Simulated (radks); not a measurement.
Removal energies from the osmium ion Os+, [Xe] 4f14 5d6 6s1, by Delta-SCF beside the eigenvalue of the level emptied. Method: scalar-relativistic Kohn-Sham, r2SCAN, spin-polarised, spherical densities, finite nucleus; meta-GGA in the generalised Kohn-Sham scheme; Fermi nuclear charge, rms radius of each element as measured or else 0.836 A^(1/3) + 0.57 fm; computed with a radial shooting solver on a logarithmic mesh with Libxc functionals. Open shells are filled with parallel spins first.

removed from	final configuration	Delta-SCF (eV)	-eigenvalue (eV)
5d	[Xe] 4f14 5d5 6s1	16.600	11.746
6s	[Xe] 4f14 5d6	17.779	14.382
5p	[Kr] 4d10 4f14 5s2 5p5 5d6 6s1	64.732	58.491
4f	[Xe] 4f13 5d6 6s1	71.105	60.044
